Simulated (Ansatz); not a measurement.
`C[Si](C)(C)C#Cc1ccc(-c2ccc(-c3ccc(-c4ccc(-c5ccc(-c6ccc(C#C[Si](C)(C)C)s6)s5)s4)s3)s2)s1` with charge -1. The state is a doublet with charge -1. Geometry PBE-D4/def2-SVP, that of the neutral singlet; atoms count from 1.

Cartesian coordinates in Å:
```
C -5.602 -5.195 13.932
Si -6.884 -4.466 12.749
C -7.799 -3.032 13.576
C -8.103 -5.797 12.189
C -6.006 -3.817 11.258
C -5.408 -3.372 10.269
C -4.733 -2.873 9.141
C -3.795 -1.838 9.060
C -3.325 -1.609 7.748
C -3.890 -2.462 6.793
C -3.652 -2.513 5.373
C -4.248 -3.325 4.405
C -3.758 -3.103 3.099
C -2.775 -2.110 3.034
C -2.067 -1.631 1.875
C -2.343 -1.879 0.527
C -1.433 -1.259 -0.357
C -0.438 -0.519 0.288
C 0.651 0.231 -0.278
C 1.679 0.925 0.369
C 2.588 1.545 -0.516
C 2.282 1.339 -1.864
C 2.996 1.810 -3.023
C 4.271 2.380 -3.083
C 4.670 2.732 -4.391
C 3.714 2.439 -5.367
C 3.770 2.649 -6.791
C 2.781 2.413 -7.753
C 3.182 2.737 -9.068
C 4.489 3.230 -9.145
C 5.215 3.649 -10.274
C 5.861 4.018 -11.264
Si 6.807 4.556 -12.757
C 6.054 3.702 -14.266
C 8.615 4.049 -12.536
C 6.667 6.435 -12.923
S 5.217 3.281 -7.544
S 2.294 1.724 -4.627
S 0.839 0.356 -2.017
S -0.648 -0.612 2.027
S -2.471 -1.451 4.629
S -5.020 -3.563 7.549
H -6.095 -5.589 14.846
H -5.047 -6.027 13.453
H -4.866 -4.427 14.243
H -8.549 -2.591 12.889
H -7.094 -2.230 13.872
H -8.327 -3.380 14.487
H -8.843 -5.385 11.474
H -7.575 -6.636 11.691
H -8.656 -6.207 13.060
H -3.476 -1.273 9.945
H -2.589 -0.835 7.487
H -5.019 -4.068 4.652
H -4.095 -3.661 2.215
H -3.196 -2.487 0.199
H -1.490 -1.341 -1.452
H 1.757 0.977 1.464
H 3.448 2.145 -0.188
H 4.900 2.518 -2.193
H 5.640 3.188 -4.634
H 1.789 2.018 -7.494
H 2.550 2.626 -9.958
H 4.985 3.971 -14.382
H 6.123 2.600 -14.174
H 6.587 4.006 -15.191
H 9.214 4.352 -13.420
H 9.057 4.530 -11.640
H 8.708 2.951 -12.416
H 7.222 6.789 -13.817
H 5.608 6.746 -13.029
H 7.086 6.945 -12.032
```

Single mean-field runs in def2-SVP are fitted with def2-universal-jkfit.

(1) Estimate the Mulliken populations of the heavy atoms from the PBE0/def2-SVP orbitals of Ansatz.

(2) Where does the spin sit?

(3) And the Mayer bond orders between heavy atoms (over 0.3, the first 40 of 47)?

## Answers

(1) 
```tsv
atom	charge (e)	spin (α − β)
C1	-0.32	0.00
Si2	0.53	0.00
C3	-0.32	0.00
C4	-0.33	0.00
C5	-0.44	0.07
C6	0.16	-0.04
C7	-0.19	0.08
C8	0.05	-0.04
C9	-0.06	0.06
C10	-0.07	-0.01
C11	-0.09	0.09
C12	-0.04	-0.02
C13	-0.03	0.04
C14	-0.08	0.01
C15	-0.09	0.07
C16	-0.02	-0.01
C17	-0.05	0.02
C18	-0.08	0.04
C19	-0.08	0.04
C20	-0.05	0.02
C21	-0.02	-0.01
C22	-0.09	0.07
C23	-0.08	0.01
C24	-0.03	0.04
C25	-0.04	-0.02
C26	-0.09	0.09
C27	-0.07	-0.01
C28	-0.06	0.06
C29	0.05	-0.04
C30	-0.19	0.08
C31	0.16	-0.03
C32	-0.44	0.07
Si33	0.53	0.00
C34	-0.33	0.00
C35	-0.32	0.00
C36	-0.32	0.00
S37	0.12	0.04
S38	0.09	0.04
S39	0.08	0.05
S40	0.08	0.05
S41	0.09	0.05
S42	0.12	0.04
```
Mulliken values depend strongly on the basis.

(2) Summed by element: C 0.74, Si 0.00, S 0.27, H -0.01, of 1 unpaired in all. Largest on single atoms: C11 0.09, C26 0.09, C7 0.08.

(3) C1–Si2 1.01 (1.89 Å); Si2–C3 1.01 (1.89 Å); Si2–C4 1.01 (1.89 Å); Si2–C5 0.89 (1.85 Å); C5–C6 2.67 (1.24 Å); C6–C7 1.09 (1.41 Å); C7–C8 1.44 (1.40 Å); C7–S42 1.06 (1.76 Å); C8–C9 1.32 (1.41 Å); C9–C10 1.42 (1.40 Å); C10–C11 1.23 (1.44 Å); C10–S42 1.11 (1.75 Å); C11–C12 1.41 (1.40 Å); C11–S41 1.08 (1.75 Å); C12–C13 1.35 (1.41 Å); C13–C14 1.42 (1.40 Å); C14–C15 1.22 (1.44 Å); C14–S41 1.09 (1.75 Å); C15–C16 1.42 (1.40 Å); C15–S40 1.08 (1.75 Å); C16–C17 1.35 (1.41 Å); C17–C18 1.40 (1.40 Å); C18–C19 1.26 (1.44 Å); C18–S40 1.08 (1.75 Å); C19–C20 1.40 (1.40 Å); C19–S39 1.08 (1.75 Å); C20–C21 1.35 (1.41 Å); C21–C22 1.42 (1.40 Å); C22–C23 1.22 (1.44 Å); C22–S39 1.08 (1.75 Å); C23–C24 1.42 (1.40 Å); C23–S38 1.09 (1.75 Å); C24–C25 1.35 (1.41 Å); C25–C26 1.41 (1.40 Å); C26–C27 1.23 (1.44 Å); C26–S38 1.08 (1.75 Å); C27–C28 1.42 (1.40 Å); C27–S37 1.11 (1.75 Å); C28–C29 1.32 (1.41 Å); C29–C30 1.44 (1.40 Å).
